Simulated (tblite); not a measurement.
Species: C₆H₁₀AsGa.
Structure used (GFN2-xTB), in Å, numbered top down from 1:
```
atom  x, y, z in Å
C1     2.2348    0.2791   -3.7786
C2     2.0182   -0.1681   -2.6766
Ga3    1.6648   -0.9624   -0.9226
As4    2.4363    1.3269    0.5842
C5    -0.1650   -1.0823   -0.2697
C6    -1.3067   -1.1120    0.1372
C7    -2.6668   -1.1127    0.6458
C8    -2.9434    0.1417    1.4768
H9     2.4248    0.6774   -4.7380
H10    2.7860   -1.8415   -0.2856
H11    3.1633    2.4959    0.0039
H12    1.9185    2.1890    1.6939
H13    3.6352    0.9866    1.4056
H14   -3.3589   -1.1603   -0.2004
H15   -2.8182   -2.0063    1.2593
H16   -3.9667    0.1302    1.8464
H17   -2.7998    1.0358    0.8734
H18   -2.2653    0.1890    2.3267
```

Level: GFN2-xTB in tblite, geometry and Hessian alike; calculated harmonic values, unscaled, isolated species. Errors from tens to a few hundred cm⁻¹ against measured bands are possible. Modes of hydrogen on arsenic and gallium can be 10 to 20 % off. The optimisation stopped once no atom felt more than 0.01 eV/Å.

Lowest wavenumbers of the output (negative numbers stand for imaginary wavenumbers):
```
mode    cm-1
  1     -49.4
  2     -35.7
  3      10.3
  4      24.3
  5      39.3
  6      51.2
  7      64.3
  8      95.2
```

Problem. Is this structure a minimum?

Solution. Not by this Hessian. 2 modes are imaginary beyond 20i (49i and 36i cm⁻¹), so at this level the point lies at or near a saddle of order 2. The curvature is small, so loose convergence or finite differences may be the whole cause.

Problem. Which atoms move in the imaginary modes?

Solution. 49i: H13 (hydrogen on arsenic) 45 %, H11 (hydrogen on arsenic) 25 %, H12 (hydrogen on arsenic) 20 %; 36i: H11 (hydrogen on arsenic) 41 %, H12 (hydrogen on arsenic) 41 %. These are shares of the mass-weighted motion.

Problem. What is the remedy?

Solution. Step along such a mode in both directions, optimise again with tighter thresholds and repeat the frequencies. The zero-point energy of this point (74.2 kcal/mol) counts the 46 real modes alone, and thermal corrections from it aren't those of a minimum.

On Arm Neoverse V1, one thread, shared host with 32 logical CPUs at a one-minute load of 27, this took 0.78 s. This covers the Hessian and the dipole derivatives.
